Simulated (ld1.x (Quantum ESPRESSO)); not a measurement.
## What one change does to a pseudopotential (Hf (Z = 72), TM)

* Element: hafnium (Hf)
* Generator: ld1.x (Quantum ESPRESSO) 7.5
* Type: norm-conserving Troullier–Martins (Kleinman–Bylander form)
* Functional: LDA (PZ)
* Relativity: scalar-relativistic
* Frozen core: [Xe] 4f14
* Valence charge: 4
* Reference configuration: 5d3 6s1 6p0
* Partial waves: 6s (bound): rc 2.25 bohr; 5d (bound): rc 2.80 bohr; 6p (bound, empty): rc 2.85 bohr
* Local potential: the p channel
* Core correction: a·sin(br)/r model core inside 1.10 bohr

Change: wave 6p (bound): rc 2.85 bohr becomes 6p (bound): rc 4.14 bohr.

Cutoffs: the cutoffs (Ry, on a coarse ladder) from which the occupation-weighted sum of valence levels, in a spherical-Bessel basis at the reference potential, stays within 10 and 1 mRy of its value at 400 Ry; they do not see the model core or the augmentation charge, which bear on the density cutoff. Errors are all-electron minus pseudo energies relative to the spin-unpolarised reference configuration.

**Question.** How do hardness, ghosts and transferability respond?

**Answer.** The potential gets neither clearly harder nor softer (21 Ry and 30 Ry → 21 Ry and 30 Ry); the bound ghost in s disappears; of the 9 tests that both files solve, the error grows in 1 and shrinks in 5 by more than 15 % and 0.3 meV (median size 62.6 → 42.3 meV).

| quantity | base | changed |
| --- | --- | --- |
| cutoff, loose | 21 Ry | 21 Ry |
| cutoff, tight | 30 Ry | 30 Ry |
| bound ghosts | s | none |
| error for 5d2 6s2 6p0, meV [ΔE -2.59 eV] | -38 | -25 |
| error for 5d2 6s1 6p0, meV [ΔE 5.61 eV] | -68 | -42 |
| error for 5d2 6s0 6p0, meV [ΔE 20.11 eV] | -134 | -150 |
| error for 5d2.5 6s1.5 6p0, meV [ΔE -1.34 eV] | -7.0 | -5.2 |
| error for 5d1 6s0 6p0, meV [ΔE 42.22 eV] | -590 | -616 |
| error for 5d2 6s0 6p1, meV [ΔE 10.41 eV] | -63 | -104 |
| error for 5d1 6s2 6p0, meV [ΔE 4.14 eV] | -314 | -119 |
| error for 5d3 6s1 6p0 (spin-polarised), meV [ΔE -1.66 eV] | +4.9 | +5.4 |
| error for 5d2 6s2 6p0 (spin-polarised), meV [ΔE -3.03 eV] | -33 | -22 |

 A true bound ghost makes a file unfit for plane-wave use even where its test errors are small: the radial tests pick states by their node count and pass the ghost by.
